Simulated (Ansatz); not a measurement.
A run on `CN(C)B(Cl)Cl` with other settings.

```yaml
crystal:
  periodic: [false, false, false]
  atoms:
    - {symbol: C, position_ang: [-1.193753, -0.323287, 0.282875]}
    - {symbol: N, position_ang: [0.033415, 0.311554, -0.226950]}
    - {symbol: C, position_ang: [0.885319, -0.932598, 0.560085]}
    - {symbol: B, position_ang: [0.187991, 1.222178, -0.941611]}
    - {symbol: Cl, position_ang: [1.648104, 2.015652, -1.097680]}
    - {symbol: Cl, position_ang: [-1.254068, 2.650668, -1.146172]}
    - {symbol: H, position_ang: [-1.241469, -1.374109, -0.397709]}
    - {symbol: H, position_ang: [-1.297842, -0.714600, 1.406701]}
    - {symbol: H, position_ang: [-2.299872, 0.191716, -0.127851]}
    - {symbol: H, position_ang: [0.783125, -1.595710, -0.366963]}
    - {symbol: H, position_ang: [1.018648, -0.796155, 1.408660]}
    - {symbol: H, position_ang: [2.380322, -0.163603, 0.123226]}
basis:
  gaussian: {orbitals: "6-311G**"}
hamiltonian: {xc: {name: revPBE}, dispersion: d4}
accuracy: high
output: {forces: true}
```

```sh
$ ansatz run in.yaml --threads 4 --pin off --events-out ev --progress --plain --max-ram 11315MiB
```

Output, abridged:

```
Error: <dir> can't be read: No such file or directory (os error 2)
```
